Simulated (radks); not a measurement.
Results of a calculation; reference values are marked as such.
Spin polarisation of the 4f7 shell in Gd3+. Start: [Xe] 4f(up 3.5, down 3.5); electrons of 4f are moved from spin down to spin up, other shells keep equal spins. Level of theory: non-relativistic Kohn-Sham, r2SCAN, spin-polarised, spherical densities, point nucleus; meta-GGA in the generalised Kohn-Sham scheme (a radial shooting solver on a logarithmic mesh with Libxc functionals).

| moment (Bohr magnetons) | E - E(0) (eV) | e(4f up) (eV) | e(4f down) (eV) | 5p down minus up (eV) | 5s down minus up (eV) |
|---|---|---|---|---|---|
| 0 | 0.000 | -37.538 | -37.538 | 0.000 | 0.000 |
| 1 | -0.273 | -38.064 | -36.971 | 0.341 | 0.442 |
| 2 | -1.092 | -38.549 | -36.365 | 0.683 | 0.886 |
| 3 | -2.457 | -38.995 | -35.718 | 1.028 | 1.332 |
| 4 | -4.368 | -39.398 | -35.030 | 1.377 | 1.782 |
| 5 | -6.825 | -39.760 | -34.300 | 1.731 | 2.238 |
| 6 | -9.828 | -40.077 | -33.525 | 2.092 | 2.702 |
| 7 | -13.377 | -40.347 | -32.705 | 2.463 | 3.176 |

At moment 7 the spin-polarisation energy is -13.377 eV and the 4f exchange splitting 7.642 eV, that is 1.092 eV per Bohr magneton; E = -I m^2/4 would give I = 1.092 eV.
